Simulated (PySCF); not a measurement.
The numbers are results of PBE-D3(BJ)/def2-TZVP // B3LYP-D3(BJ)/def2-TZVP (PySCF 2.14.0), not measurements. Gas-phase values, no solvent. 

Reference species (SMILES): `[SiH3][Ga]([SiH3])[Cl]` (neutral, multiplicity 1).

- dipole moment: 2.08 D

Changed species: `[SiH3][Ga]([Cl])[Cl]` (whole molecule; the reference has whole molecule).

What does the change do to the dipole moment?

the dipole moment rises by 0.64 D, to 2.72 D.
